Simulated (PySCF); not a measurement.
The dipole of `C#C[SiH2]/C(C=C)=C/SC` from its density and from atomic charges.

Coordinates (GFN2-xTB, Å) and charges (e) from the PBE0/pcSseg-1 density (PySCF):

| atom | x | y | z | Mulliken | IAO | Hirshfeld | ESP-fitted |
| --- | --- | --- | --- | --- | --- | --- | --- |
| C1 | 3.632 | 0.205 | 1.584 | -0.1983 | -0.1894 | -0.0852 | -0.3445 |
| C2 | 2.808 | 0.580 | 0.793 | -0.1747 | -0.3273 | -0.1541 | -0.1322 |
| Si3 | 1.546 | 1.160 | -0.432 | +0.7437 | +0.7695 | +0.3490 | +0.4213 |
| C4 | 0.107 | -0.066 | -0.481 | -0.3805 | -0.2931 | -0.1116 | -0.2103 |
| C5 | 0.309 | -1.439 | -0.892 | -0.1615 | -0.1318 | -0.0533 | -0.0413 |
| C6 | 1.479 | -1.985 | -1.206 | -0.1538 | -0.3107 | -0.0948 | -0.3934 |
| C7 | -1.120 | 0.364 | -0.149 | -0.2189 | -0.2482 | -0.0597 | -0.0984 |
| S8 | -2.580 | -0.607 | -0.154 | +0.0462 | +0.1703 | +0.0428 | -0.1017 |
| C9 | -3.778 | 0.649 | 0.385 | -0.3833 | -0.5042 | -0.1135 | -0.4090 |
| H10 | 4.351 | -0.124 | 2.279 | +0.0627 | +0.2019 | +0.0971 | +0.2979 |
| H11 | 2.179 | 1.270 | -1.752 | -0.0603 | -0.1151 | -0.0705 | -0.0719 |
| H12 | 1.051 | 2.469 | 0.018 | -0.0934 | -0.1122 | -0.0705 | -0.0907 |
| H13 | -0.592 | -2.042 | -0.935 | +0.1309 | +0.1443 | +0.0337 | +0.1376 |
| H14 | 1.556 | -3.016 | -1.505 | +0.1156 | +0.1564 | +0.0497 | +0.1707 |
| H15 | 2.400 | -1.427 | -1.167 | +0.1308 | +0.1473 | +0.0394 | +0.1824 |
| H16 | -1.300 | 1.382 | 0.161 | +0.1250 | +0.1498 | +0.0453 | +0.1855 |
| H17 | -3.802 | 1.464 | -0.333 | +0.1555 | +0.1593 | +0.0492 | +0.1427 |
| H18 | -3.507 | 1.011 | 1.372 | +0.1567 | +0.1600 | +0.0497 | +0.1521 |
| H19 | -4.746 | 0.160 | 0.422 | +0.1578 | +0.1733 | +0.0572 | +0.2033 |

Problem. Form Σ q r in debye for every column and set it beside the full dipole.

Solution. The full density gives (-1.33, 0.92, 0.66) D, 1.75 D in size; dipole vectors point from the negative to the positive end.

```json
{"scheme": "Mulliken", "μx": "-1.91", "μy": "1.89", "μz": "-1.61", "size (D)": "3.13", "share of the full size (%)": "179", "angle to the full dipole (°)": "54"}
{"scheme": "IAO", "μx": "-1.77", "μy": "0.83", "μz": "-0.29", "size (D)": "1.98", "share of the full size (%)": "113", "angle to the full dipole (°)": "32"}
{"scheme": "Hirshfeld", "μx": "-1.59", "μy": "0.44", "μz": "0.20", "size (D)": "1.66", "share of the full size (%)": "95", "angle to the full dipole (°)": "24"}
{"scheme": "ESP-fitted", "μx": "-1.38", "μy": "0.96", "μz": "0.65", "size (D)": "1.80", "share of the full size (%)": "103", "angle to the full dipole (°)": "1"}
```

Problem. Which set comes closest?

Solution. Length of the difference vector: ESP-fitted 0.05 D, Hirshfeld 0.72 D, IAO 1.05 D, Mulliken 2.53 D. Closest: ESP-fitted. ESP charges are fitted to the potential around the molecule, whose slowest-falling term is the dipole's. The schemes that divide the density aren't constrained to reproduce the dipole.

Problem. What is left for the Hirshfeld atoms' own dipoles?

Solution. The Hirshfeld atoms' densities add up to the full density, so μ = Σ q r + Σ (atomic dipoles). The atomic dipoles sum to (-1.33, 0.92, 0.66) − (-1.59, 0.44, 0.20) = (0.26, 0.48, 0.46) D, 0.72 D in size.

Problem. With the origin at the mean of the coordinates, (-0.001, 0.000, -0.105) Å, which are the largest single terms, by size, of the ESP-fitted dipole along the direction of the full one?

Solution. C9 -6.68, C6 +4.89, H19 +3.80, H10 -3.55, C1 +3.34 D; all 19 atoms together +1.80 D. The single terms depend on the origin, their sum doesn't.

Problem. Give the size of the full dipole in other units.

Solution. 1.75 D = 0.690 au = 0.365 e·Å = 5.85 × 10⁻³⁰ C·m.

Geometry: GFN2-xTB, one conformer, isolated molecule.

Conformer computed: `[CH:1]#[C:2][SiH2:3]/[C:4]([CH:5]=[CH2:6])=[CH:7]/[S:8][CH3:9]`: C2–Si3–C4–C5 -62°, Si3–C4–C5–C6 3°, C4–C7–S8–C9 180°.
